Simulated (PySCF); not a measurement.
# `ClB(Cl)Cl`: ΔSCF against reference XPS values

Measured values to reproduce (core binding energies): B 1s of B2 199.80 eV [1]; B 1s of B2 199.98 eV [2]; Cl 2p3/2 of Cl1/Cl3/Cl4 206.84 eV [2]. Sources and the comparison follow the method.

BCl3.
Atom-mapped SMILES: `[Cl:1][B:2]([Cl:3])[Cl:4]`

Method used: delta-SCF UKS SCAN, pcX-2 on the ionised atom, pcseg-1 elsewhere, spin-free X2C in PySCF. Each binding energy is the total energy of the core-ionised species, with the hole localised on one atom, minus that of the ground state; both are solved self-consistently, so orbital relaxation is included.

```
       atom             environment     level  this calculation (eV)  reference (eV)  difference (eV)  source
         B2  three-coordinate boron      B 1s                 199.88          199.80            +0.08     [1]
         B2  three-coordinate boron      B 1s                 199.88          199.98            -0.10     [2]
Cl1/Cl3/Cl4    chlorine bonded to B  Cl 2p3/2                 207.13          206.84            +0.29     [2]
```

[1] measured, gas; Voora, Galhenage, Hemminger, Furche, J. Chem. Phys. 2019, 151, 134106
[2] measured, gas; Beach, A photoelectron spectroscopic study of bonding in inorganic and organometallic compounds, PhD thesis, LBL 1985

How well does this level of theory reproduce the measurements here?

Over the 3 different measured values (2 distinct lines) the mean signed difference is +0.09 eV, the mean unsigned one 0.16 eV and the largest 0.29 eV. The calculation is vertical and has no vibrational structure, and measured positions depend on the energy calibration.

What does the calculation give for the levels without a reference value here?

Cl1/Cl3/Cl4 Cl 1s 2829.69 eV.

The first atom of each set that the bonding makes equivalent was ionised and stands for the set. Spin–orbit and ligand-field terms were added within each 2p shell after the spin-free SCF. 2p1/2 minus 2p3/2 (ligand field included): Cl 1.65 eV. Isolated species at its PBE0-D3(BJ)/def2-SVP geometry, gas phase.

On one thread, AMD EPYC 7R13 (x86_64), shared host with 64 logical CPUs at a one-minute load of 21, this took 3.5 s wall and 0.36 GiB of memory at its peak.
